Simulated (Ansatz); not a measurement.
Geometry optimisation, RKS r2SCAN/def2-mTZVP (Ansatz).

Input file:

```yaml
crystal:
  periodic: [false, false, false]
  atoms:
    - { symbol: "N", position_ang: [0.0722, 1.3456, -0.8406] }
    - { symbol: Si, position_ang: [0.669, -0.0236, -0.1846] }
    - { symbol: F, position_ang: [1.3284, -0.8233, -1.3906] }
    - { symbol: P, position_ang: [-0.9882, -1.1193, 0.5712] }
    - { symbol: H, position_ang: [-0.3817, 1.1339, -1.7673] }
    - { symbol: H, position_ang: [-0.7487, 1.7182, -0.2733] }
    - { symbol: H, position_ang: [1.6497, 0.3202, 0.897] }
    - { symbol: H, position_ang: [-0.3066, -2.1897, 1.138] }
    - { symbol: H, position_ang: [-1.2055, -0.4084, 1.8332] }
basis:
  gaussian: { orbitals: def2-mTZVP }
hamiltonian:
  xc: r2scan
relax:
  f_tol: 0.015
  max_steps: 40
```

Launched with:

```bash
$ ansatz run input.yaml --threads 2 --pin off --max-ram 3072MiB --backend cpu --events-out ev --progress --plain --runs-dir out
```

Where does it end, and by what steps?

The forces met the threshold. After 17 steps the energy has fallen by 0.788 eV; H6 moved furthest, 1.33 Å.

| step | energy less start (eV) | largest force component (eV/Å) | accepted |
| --- | --- | --- | --- |
| 0 | 0.0000 | 3.561 | yes |
| 1 | -0.4647 | 1.813 | yes |
| 2 | -0.5819 | 0.545 | yes |
| 3 | -0.6263 | 0.308 | yes |
| 4 | -0.6652 | 0.290 | yes |
| 5 | -0.6608 | 1.149 | no |
| 6 | -0.6840 | 0.159 | yes |
| 7 | -0.6971 | 0.362 | yes |
| 8 | -0.7155 | 0.281 | yes |
| 9 | -0.7311 | 0.251 | yes |
| 10 | -0.7198 | 1.573 | no |
| 11 | -0.7496 | 0.212 | yes |
| 12 | -0.7653 | 0.275 | yes |
| 13 | -0.7823 | 0.124 | yes |
| 14 | -0.7865 | 0.077 | yes |
| 15 | -0.7876 | 0.020 | yes |
| 16 | -0.7872 | 0.093 | no |
| 17 | -0.7877 | 0.006 | yes |

```xyz
9
Properties=species:S:1:pos:R:3
N -0.203 1.348 -0.802
Si 0.562 0.000 -0.092
F 1.494 -0.864 -1.094
P -1.071 -1.409 0.540
H -0.965 1.243 -1.459
H 0.285 2.222 -0.943
H 1.476 0.523 0.950
H -0.182 -2.368 1.107
H -1.308 -0.742 1.776
```

Run time: 27 s on 2 threads of AMD EPYC 9R45 96-Core Processor (Zen 5) (shared host), peak memory 0.19 GiB.
